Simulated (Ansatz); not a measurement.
Compare A (`C=CO[SiH2]C`) with its isomer B (`C=CCO[SiH3]`).

Calculated with Ansatz (gas phase, PBE0-D4/def2-TZVP geometries, no zero-point term in ΔE). CCSD(T)/CBS adds triple-zeta CCSD(T) − MP2 to the extrapolated MP2 energy (def2 sets, frozen cores). Functionals use def2-TZVPP. B3LYP here is the variant with VWN-RPA as its local correlation; programs differ in this. Each species was taken in one conformer, which may not be the lowest.

Problem. Which isomer does CCSD(T)/CBS put lower? Give the gap. (Estimate.)

Solution. Ansatz gave: A, by 65.7 kJ/mol.

Problem. Give E(B) − E(A) in kJ/mol with CCSD/def2-TZVPP, B3LYP-D4, HF/def2-TZVPP, MP2/def2-TZVPP, ωB97M-V, PBE0-D4, B3LYP. (Best estimate.)

Solution. Ansatz gave: CCSD/def2-TZVPP 62.1, B3LYP-D4 68.8, HF/def2-TZVPP 53.7, MP2/def2-TZVPP 67.6, ωB97M-V 70.3, PBE0-D4 72.4, B3LYP 65.0. None reverses the order clearly.

Largest T1 diagnostic: 0.012.

In def2-TZVPP, CCSD(T) changes the Hartree–Fock value by +10.2 kJ/mol (the triples alone add +1.8 kJ/mol) and MP2 by +13.9 kJ/mol. The D4 term adds +3.7 kJ/mol with B3LYP and +2.0 kJ/mol with PBE0; it sums over pairs of atoms, weighted by their polarisabilities, and B3LYP, whose exchange is more repulsive, gets the larger term.
